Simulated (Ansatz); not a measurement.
Cost and result for the atomization energy of `CBC(F)Cl` (10 atoms, 9 bonds).

Cartesian coordinates in Å:
```
C -0.042 -1.349 0.228
B -0.305 -0.024 -0.536
C 0.376 1.318 -0.101
F 1.437 1.257 0.736
Cl -1.129 1.739 0.844
H -0.936 -1.969 0.320
H 0.659 -1.927 -0.393
H 0.424 -1.223 1.206
H -1.009 0.042 -1.500
H 0.525 2.137 -0.803
```

Total charge 0; spin multiplicity 1. The geometry is a stationary point of PBE0-D4/def2-TZVP. It is one conformer, not always the lowest. Program: Ansatz. All runs use 4 threads of an Arm Neoverse V2 on a shared host. Times are those of one run each, without the atoms' runs, and a repeat can differ threefold. Electronic energies, without spin–orbit coupling; frozen cores. CCSD(T)/CBS adds CCSD(T) − MP2 in def2-TZVPP to the MP2 limit, and its time is that of the two runs behind it. T1 = 0.012. B3LYP takes the VWN-RPA correlation (the form of Gaussian; ORCA's B3LYP/G).

CCSD(T)/CBS is a level of theory with its own doubt, some kJ/mol a heavy atom from the limit and from the frozen cores, so smaller differences don't rank the functionals.

| level | functions | wall time | atomization (kcal/mol) | difference from CCSD(T)/CBS | per bond |
| --- | --- | --- | --- | --- | --- |
| PBE-D4/def2-TZVPP (with forces) | 236 | 1.8 s | 906.7 | 27.8 | 3.1 |
| PBE0-D4/def2-TZVPP | 236 | 1.9 s | 890.3 | 11.4 | 1.3 |
| B3LYP-D4/def2-TZVPP (with forces) | 236 | 3.1 s | 882.3 | 3.4 | 0.4 |
| r2SCAN-D4/def2-TZVPP (with forces) | 236 | 3.3 s | 890.0 | 11.1 | 1.2 |
| B2PLYP/def2-TZVPP | 236 | 3.6 s | 873.4 | -5.5 | -0.6 |
| ωB97X-V/def2-TZVPP | 236 | 5.5 s | 883.9 | 5.0 | 0.6 |
| ωB97M-V/def2-TZVPP (with forces) | 236 | 7 s | 886.9 | 8.0 | 0.9 |
| MP2/def2-QZVPP | 448 | 13 s | 889.1 | 10.2 | 1.1 |
| CCSD(T)/def2-TZVPP | 236 | 85 s | 858.5 | -20.4 | -2.3 |
| CCSD(T)/CBS(def2) | – | 98 s | 878.9 | 0.0 | 0.0 |

From PBE to PBE0 (25 % exact exchange), in def2-TZVPP and without D4, the atomization energy moves by −15.8 kcal/mol: exact exchange takes away binding that semilocal exchange gives to molecules. The D4 term adds +7.2 kcal/mol with B3LYP and +3.7 kcal/mol with PBE0; it sums over pairs of atoms, weighted by their polarisabilities, and B3LYP, whose exchange is more repulsive, gets the larger term. In def2-TZVPP, CCSD(T) changes the Hartree–Fock value by +201.8 kcal/mol (the triples alone add +13.4 kcal/mol) and MP2 by +220.5 kcal/mol; breaking electron pairs costs correlation energy, which Hartree–Fock lacks.
